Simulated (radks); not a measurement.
Tb I, 65 electrons, occupied as [Xe] 4f9 6s2 (the NIST ground configuration). Calculated with a radial shooting solver on a logarithmic mesh with Libxc functionals: scalar-relativistic Kohn-Sham, LDA (Slater exchange, Perdew-Wang correlation), spin-polarised, spherical densities, finite nucleus; open shells are filled with parallel spins first (spin-orbit coupling, left out, can overturn this in heavy ions); Fermi nuclear charge, rms radius 5.06 fm; hard spherical wall at 12 bohr.

Unscreened Slater integrals over Kohn-Sham orbitals (hartree). They are taken over the spin-up orbitals. Empty in this configuration: 5d.

integral      value
F0(6s,6s)   0.22262
F0(6s,4f)   0.29117
G3(6s,4f)  0.010024
F0(6s,5p)   0.28024
G1(6s,5p)  0.019621
F0(6s,5d)   0.24417
G2(6s,5d)  0.091314
F0(4f,4f)    1.0691
F2(4f,4f)   0.49301
F4(4f,4f)   0.30654
F6(4f,4f)   0.21978
F0(4f,5p)   0.68717
F2(4f,5p)   0.23855
G2(4f,5p)   0.13233
G4(4f,5p)  0.099842
F0(4f,5d)   0.39396
F2(4f,5d)  0.081653
F4(4f,5d)  0.038444
G1(4f,5d)  0.043849
G3(4f,5d)  0.031886
G5(4f,5d)  0.023440
F0(5p,5p)   0.57654
F2(5p,5p)   0.30829
F0(5p,5d)   0.37004
F2(5p,5d)   0.14971
G1(5p,5d)   0.16156
G3(5p,5d)  0.097518
F0(5d,5d)   0.28834
F2(5d,5d)   0.13653
F4(5d,5d)  0.086122

Derived for the open shells (J is the average intra-shell exchange parameter used in DFT+U). 4f: F4/F2 = 0.622, F6/F2 = 0.446, J = (286 F2 + 195 F4 + 250 F6)/6435 = 0.03974 hartree.
